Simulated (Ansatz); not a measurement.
Cost and result for the atomization energy of H5NO2Si2 (10 atoms, 9 bonds).

```xyz
10

O     0.477   -2.433   -0.037
Si    0.325    1.706    0.569
O    -1.080    2.384    1.154
N    -0.369    0.258   -0.052
Si    0.464   -1.016   -0.871
H     0.895   -2.436    0.826
H    -0.966    3.240    1.570
H    -1.372    0.154    0.073
H    -0.211   -1.362   -2.140
H     1.837   -0.495   -1.093
```

The species carries charge 0 and has multiplicity 1. The bonds changed during the relaxation, so this is another structure than the one it started from. Geometry: relaxed with PBE0-D4/def2-TZVP. It is one conformer, not always the lowest. Program: Ansatz. All runs use 4 threads of an Intel Xeon Platinum 8259CL on a shared host. Times are those of one run each, without the atoms' runs, and a repeat can differ threefold. Electronic energies, without spin–orbit coupling; frozen cores. CCSD(T)/CBS adds CCSD(T) − MP2 in def2-TZVPP to the MP2 limit, and its time is that of the two runs behind it. T1 = 0.013. B3LYP takes the VWN-RPA correlation (the form of Gaussian; ORCA's B3LYP/G).

CCSD(T)/CBS is a level of theory with its own doubt, some kJ/mol a heavy atom from the limit and from the frozen cores, so smaller differences don't rank the functionals.

```csv
level,functions,wall time,atomization (kJ/mol),difference from CCSD(T)/CBS,per bond
PBE-D4/def2-TZVPP (with forces),247,2.2 s,3732.2,17.7,2.0
PBE0-D4/def2-TZVPP,247,2.5 s,3642.7,-71.8,-8.0
r2SCAN-D4/def2-TZVPP (with forces),247,3.8 s,3678.5,-36.0,-4.0
B3LYP-D4/def2-TZVPP (with forces),247,4 s,3688.7,-25.8,-2.9
B2PLYP/def2-TZVPP,247,4.9 s,3652.7,-61.8,-6.9
ωB97X-V/def2-TZVPP,247,6.5 s,3711.7,-2.8,-0.3
ωB97M-V/def2-TZVPP (with forces),247,9 s,3720.9,6.4,0.7
MP2/def2-QZVPP,461,18 s,3743.8,29.3,3.3
CCSD(T)/def2-TZVPP,247,75 s,3584.8,-129.7,-14.4
CCSD(T)/CBS(def2),–,93 s,3714.5,0.0,0.0
```

In def2-TZVPP, CCSD(T) changes the Hartree–Fock value by +1031.5 kJ/mol (the triples alone add +61.2 kJ/mol) and MP2 by +1111.9 kJ/mol; breaking electron pairs costs correlation energy, which Hartree–Fock lacks. The D4 term adds +36.6 kJ/mol with B3LYP and +19.1 kJ/mol with PBE0; it sums over pairs of atoms, weighted by their polarisabilities, and B3LYP, whose exchange is more repulsive, gets the larger term. From PBE to PBE0 (25 % exact exchange), in def2-TZVPP and without D4, the atomization energy moves by −86.0 kJ/mol: exact exchange takes away binding that semilocal exchange gives to molecules.
